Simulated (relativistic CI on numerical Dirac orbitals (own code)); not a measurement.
Method of calculation: Dirac-Coulomb-Breit CI, KLI orbitals optimised for each configuration, a model potential for QED, valence Slater integrals scaled by 0.85, P86 correlation energy added to each configuration (own radial code, finite nucleus).

Configuration list (outside the closed core 1s2): 2s², 2s2p, 2p², 2p3s, 2p3p, 2s3s, 2s3p, 2s3d, 2s4s, 2s4p, 2s4d, 2s4f, 2s5s, 2s5p, 2s5d, 2s5f, 2s5g, 3s², 3s3p, 3p². Levels of other configurations are missing.

For a near-neutral ion this model can misplace configurations by up to about 10,000 cm⁻¹ (more where the count of f electrons changes) and terms by 10 to 25 % of their spread. Rates follow the energies as ν³ (E1, M1) or ν⁵ (E2), so they and the lifetimes can be off by large factors. The fine structure of a lone outer electron comes out too small, for d and f at times inverted, and misplaced configurations move strength between like terms. 47 of the 58 excited levels that our extract of the measured tables holds in this range could be paired (the sources list more); they are missed by 1077 cm⁻¹ on average and 5286 at most, and levels without a partner can miss by more.

Outline of the computed level scheme of N IV. Lowest level of each configuration: 2s² ¹S0 at 0.0000 eV; 2s2p ³P°0 at 8.4069 eV; 2p² ³P0 at 21.9801 eV; 2s3s ³S1 at 46.6277 eV; 2s3p ¹P°1 at 50.2681 eV; 2s3d ³D1 at 51.9592 eV; 2p3s ³P°0 at 57.7628 eV; 2p3p ¹P1 at 59.8091 eV; 2s4s ¹S0 at 61.2781 eV.

Some strong electric-dipole decays among the lowest 35 levels: 2s3d ³D3 → 2s2p ³P°2 (3.1e+10 s⁻¹); 2s3d ³D2 → 2s2p ³P°1 (2.3e+10 s⁻¹); 2s3d ¹D2 → 2s2p ¹P°1 (2.2e+10 s⁻¹); 2s3d ³D1 → 2s2p ³P°0 (1.7e+10 s⁻¹); 2s3p ¹P°1 → 2s² ¹S0 (1.3e+10 s⁻¹); 2s3d ³D1 → 2s2p ³P°1 (1.3e+10 s⁻¹); 2p3p ¹D2 → 2s2p ¹P°1 (1.3e+10 s⁻¹); 2p3p ³P0 → 2s2p ³P°1 (7.8e+09 s⁻¹).

Rates of lines that live on the mixing of spin multiplicities can be off by large factors.
